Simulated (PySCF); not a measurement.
**Rh₂Se: breathing scan**

Method: PBE0/[Se def2-TZVP, Rh def2-TZVP with ECP28], scalar-relativistic core potentials, density fitting, no spin–orbit coupling, PySCF.

Rigid scan from the singlet minimum (Rh–Rh 2.544 Å, Se–Rh 2.195 Å (×2); Rh–Rh–Se 54.6° (×2), Rh–Se–Rh 70.8°). Coordinate: all bonds to the central atom scaled together. Energies in kJ/mol from the minimum.

Q: Predict the curve at 0.88, 0.92, 0.96, 1.00, 1.04, 1.08, 1.14, 1.22, 1.35.

A: 
```tsv
scale of all bonds to the centre	E (kJ/mol)	dipole size (D)
0.88	251.8	1.02
0.92	95.2	1.26
0.96	20.3	1.50
1.00	0.0	1.74
1.04	15.1	1.99
1.08	52.5	2.24
1.14	131.8	2.63
1.22	254.0	3.16
1.35	446.2	3.97
```

At long bonds a restricted determinant can lie too high, and another spin state can fall below this curve.

Stability towards spin polarisation was not tested.

Other isomers or separated fragments may lie lower.
